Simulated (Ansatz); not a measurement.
Program: Ansatz. Geometries: PBE0-D4/def2-TZVP. ΔE: electronic, gas phase. CCSD(T)/CBS is the MP2 limit (def2-TZVPP, def2-QZVPP) plus CCSD(T) − MP2 in def2-TZVPP, frozen cores. Functionals use def2-TZVPP. B3LYP here is the variant with VWN-RPA as its local correlation; programs differ in this. For Ge outer-core shells are correlated without core-valence functions, which leaves a few kJ/mol of doubt a bond. Scalar relativity is left out up to krypton.

`F[CH](F)[GeH3]` → `[CH3][GeH]([F])[F]`  (isomerisation)

`F[CH](F)[GeH3]`:

```xyz
8

F     1.658    0.367    0.935
C     0.972   -0.245   -0.071
F     1.105   -1.589    0.103
Ge   -0.956    0.269    0.002
H     1.468    0.016   -1.012
H    -1.053    1.789   -0.186
H    -1.509   -0.153    1.366
H    -1.687   -0.454   -1.137
```

`[CH3][GeH]([F])[F]`:

Z-matrix (Å, degrees):
```
C
Ge 1 1.922
H 1 1.090 2 110.1
H 1 1.090 2 110.1 3 120.5
H 1 1.090 2 108.9 3 -119.7
F 2 1.731 1 108.5 3 175.9
F 2 1.731 1 108.5 3 63.3
H 2 1.531 1 120.4 3 -60.4
```

```csv
level,ΔE (kJ/mol),difference from CCSD(T)/CBS
BHLYP-D4,-314.9,4.5
ωB97X-V,-306.0,13.4
B2PLYP,-317.7,1.7
PBE-QIDH,-318.7,0.7
PBE,-291.0,28.4
BLYP,-298.1,21.3
r2SCAN,-308.5,10.9
PBE0,-300.0,19.4
B3LYP,-304.7,14.7
r2SCANh,-310.2,9.2
r2SCAN0,-312.5,6.9
RPA@PBE/def2-TZVPP,-301.4,18.0
HF/def2-SVP,-296.6,22.8
HF/def2-TZVPP,-322.0,-2.6
CCSD(T)/def2-TZVPP,-316.2,3.2
MP2/def2-QZVPP,-338.9,-19.5
CCSD(T)/CBS,-319.4,0
```

Largest T1 diagnostic among the species: 0.012.

From r2SCAN to r2SCAN0 (25 % exact exchange), in def2-TZVPP and without D4, ΔE moves by −4.0 kJ/mol. At CCSD(T), def2-SVP lies +24.6 kJ/mol from the extrapolated value and def2-TZVPP +3.2 kJ/mol.
